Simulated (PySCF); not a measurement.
**Nuclear quadrupole coupling in Ta(CH2)Cl3**

Species: Ta(CH2)Cl3, CH2Cl3Ta (singlet state).
Geometry (PBE0-D3(BJ)/def2-SVP, Å), atoms numbered from 1 in this order:
```
atom  x, y, z in Å
Ta1    0.006    0.078   -0.719
C2     0.061   -0.013    1.179
H3    -0.771    0.374    1.790
H4     0.864   -0.497    1.755
Cl5    2.183    0.020   -1.405
Cl6   -1.282    1.900   -1.217
Cl7   -1.062   -1.862   -1.384
```

Field gradients from the PBE0/pcSseg-1 (def2-TZVP on Ta) density (PySCF, non-relativistic but for the core potentials past Kr), principal values in atomic units, ordered |Vxx| ≤ |Vyy| ≤ |Vzz|:

```csv
atom,Vxx,Vyy,Vzz
Cl5,-0.2808,-0.5354,0.8163
Cl6,-0.2669,-0.5629,0.8298
Cl7,-0.0406,-1.0516,1.0923
```

Find the asymmetry η = (Vxx − Vyy)/Vzz and the couplings χ = eQV/h (234.96 MHz × Q in barn × V in au), with Q(35Cl) = −0.0817 b.

```json
{"atom": "Cl5", "environment": "chlorine bonded to Ta", "nucleus": "35Cl", "η": "0.31", "χzz (MHz)": "-15.67", "χxx (MHz)": "5.39", "χyy (MHz)": "10.28"}
{"atom": "Cl6", "environment": "chlorine bonded to Ta", "nucleus": "35Cl", "η": "0.36", "χzz (MHz)": "-15.93", "χxx (MHz)": "5.12", "χyy (MHz)": "10.81"}
{"atom": "Cl7", "environment": "chlorine bonded to Ta", "nucleus": "35Cl", "η": "0.93", "χzz (MHz)": "-20.97", "χxx (MHz)": "0.78", "χyy (MHz)": "20.19"}
```

At Cl7 η is above 0.9: Vyy and Vzz are nearly equal in size and opposite in sign, so a small change could swap them and flip the sign of χzz. 

What is Vzz at Cl6 in SI units (1 au = 9.71736 × 10²¹ V/m²)?

0.8298 au = 8.063 × 10²¹ V/m².

And the gradient at the other heavy atoms, for which no coupling is worked out here?

```json
{"atom": "C2", "environment": "carbon bonded to Ta and 2 H", "Vzz (au)": "-0.194", "η": "0.85"}
```

Geometry: PBE0-D3(BJ)/def2-SVP; no solvent, vibrations or thermal averaging. Atoms past krypton carry effective core potentials; spin–orbit coupling is left out. With so small a basis the couplings can be 20 % off.
